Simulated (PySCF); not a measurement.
**[Cu(NH3)6]2+: bond length varied**

The complex [Cu(NH3)6]2+ (charge +2) contains Cu(II), shell d9. The structure is a model geometry with rigid ligands and bond lengths from ionic radii, not a minimum; coordination octahedral, point group S6, metal–donor distances 2.16 Å.

```
25

Cu    0.000    0.000    0.000
N     0.000    0.000    2.160
H     0.942    0.000    2.550
H    -0.471    0.816    2.550
H    -0.471   -0.816    2.550
N     0.000    0.000   -2.160
H    -0.942    0.000   -2.550
H     0.471    0.816   -2.550
H     0.471   -0.816   -2.550
N     2.160    0.000    0.000
H     2.550    0.942    0.000
H     2.550   -0.471    0.816
H     2.550   -0.471   -0.816
N    -2.160    0.000    0.000
H    -2.550   -0.942    0.000
H    -2.550    0.471    0.816
H    -2.550    0.471   -0.816
N     0.000    2.160    0.000
H     0.000    2.550    0.942
H     0.816    2.550   -0.471
H    -0.816    2.550   -0.471
N     0.000   -2.160    0.000
H     0.000   -2.550   -0.942
H     0.816   -2.550    0.471
H    -0.816   -2.550    0.471
```

Method (PySCF 2.14, density fitting): CASSCF(9,5) with orbitals averaged over all microstates of the shell, strongly contracted NEVPT2 on the averaged canonical orbitals; basis x2c-TZVPall on the metal, x2c-SVPall elsewhere; spin-free X2C; gas phase; spin-orbit coupling by state interaction with the mean-field operator over all roots.

All metal–ligand distances are scaled together.

```tsv
bond length	group	ground	next state (NEVPT2) / cm⁻¹	orbital energies above the lowest (NEVPT2 fit) / cm⁻¹	μeff(300 K) / μB
2.117 Å	S6	2Eg	2Eg (from 2T2g) 11788	0 66 66 11854 11854	1.99
2.160 Å	S6	2Eg	2Eg (from 2T2g) 10438	0 55 55 10493 10493	2.02
2.203 Å	S6	?	?	?	?
2.268 Å	S6	2Eg	2Eg (from 2T2g) 7767	0 32 32 7798 7798	2.12
2.354 Å	S6	2Eg	2Eg (from 2T2g) 6187	0 20 20 6207 6207	2.21
```

Question: Fill in the row at 2.203 Å.

Answer: ground: 2Eg; next state (NEVPT2) / cm⁻¹: 2Eg (from 2T2g) 9261; orbital energies above the lowest (NEVPT2 fit) / cm⁻¹: 0 44 44 9305 9305; μeff(300 K) / μB: 2.06.

Question: With what power of the bond length does 10Dq, as fitted to the states, fall?

Answer: A log–log fit of these points gives 10Dq ∝ R^−6.1; a point-charge model has R^−5 (correlation -1.000).

At 2.117 Å, 2.160 Å, 2.203 Å, 2.268 Å, 2.354 Å the ground state is orbitally degenerate, so the regular structure would distort there (Jahn–Teller).

NEVPT2 lifts 2Eg (from 2T2g) from 7196 to 10438 cm⁻¹; on the d shell alone it tends to overshoot states that fill the eg-type orbitals.
